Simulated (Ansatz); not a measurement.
Ansatz results at the PBE0-D4/def2-TZVP geometry: LUMO energy (B3LYP/def2-TZVPP) -1.40 eV; size of the dipole moment (PBE/def2-TZVPP) 2.11 D; HOMO energy (B3LYP/def2-TZVPP) -7.36 eV.

Each molecule was computed in one conformer, which needn't be the lowest.

Q: Which molecule gave them?
A. `CB(F)[SiH2]O`
B. `[NH2][Zn][CH]1[CH2][SbH]1`
C. `[Cl][Ga]1[O][SiH2]1`
D. `C#CC1C=C1C`

A: A. The others give `C#CC1C=C1C`: -0.12, 1.72, -6.79; `[NH2][Zn][CH]1[CH2][SbH]1`: -0.95, 1.06, -5.82; `[Cl][Ga]1[O][SiH2]1`: -2.46, 2.48, -6.76.

B3LYP here is the variant with VWN-RPA as its local correlation; programs differ in this.
